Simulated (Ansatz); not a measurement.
```yaml
crystal:
  periodic: [false, false, false]
  atoms:
    - {symbol: N, position_ang: [-0.737119, 1.908247, 1.505672]}
    - {symbol: C, position_ang: [-0.540803, 1.090115, 0.490038]}
    - {symbol: C, position_ang: [-0.088279, -0.205647, 0.559070]}
    - {symbol: Si, position_ang: [0.107533, -1.162688, -1.038458]}
    - {symbol: S, position_ang: [2.192301, -1.778718, -1.111955]}
    - {symbol: H, position_ang: [-0.513262, 1.653593, 2.442405]}
    - {symbol: H, position_ang: [-0.701680, 2.877699, 1.380760]}
    - {symbol: H, position_ang: [-0.668844, 1.594793, -0.493058]}
    - {symbol: H, position_ang: [0.017819, -0.638623, 1.432112]}
    - {symbol: H, position_ang: [-0.218234, -0.251245, -2.178167]}
    - {symbol: H, position_ang: [-0.735137, -2.420878, -1.110019]}
    - {symbol: H, position_ang: [1.981760, -2.759606, -1.972593]}
basis:
  gaussian: {orbitals: def2-mTZVP, point_charges: [{charge: 0.50, position_ang: [5.478, 0.234, -0.913]}]}
magnetization: {spin_polarized: true, initial_magnetization: 2}
hamiltonian: {xc: {name: B3LYP}}
```

```sh
$ ansatz run in.yaml --threads 4 --pin off --events-out ev --progress --plain --max-ram 10444MiB
```

It prints (some lines left out):

```
Functional definition: B3LYP
1135 factors; integrals over basis functions are off by at most 1.1e-3 eV
mean field evaluation 1: about -22366.5403 eV, gradient 6.3e1 eV
mean field evaluation 2: about -22107.3325 eV, gradient 1.8e2 eV
mean field evaluation 4: about -22375.4405 eV, gradient 4.0e1 eV
mean field evaluation 8: about -22389.7394 eV, gradient 2.7e0 eV
mean field evaluation 16: about -22389.8232 eV, gradient 7.0e-3 eV
mean field -22389.82315688 eV, -822.8108246480 hartree, gradient 4.1e-5 eV, S^2 2.006454; 0 other end points of the search recorded, 0 dependent functions left out
reference -22389.82345281 eV, -822.8108355234 hartree; 29, 27 occupied and 93, 95 virtual orbitals, 1135 factors
Total energy: -22389.82345281 eV, -822.8108355234 hartree
```

Run time 2.5 s (4 threads of an Arm Neoverse V2 on a shared host); peak host memory 0.59 GiB.
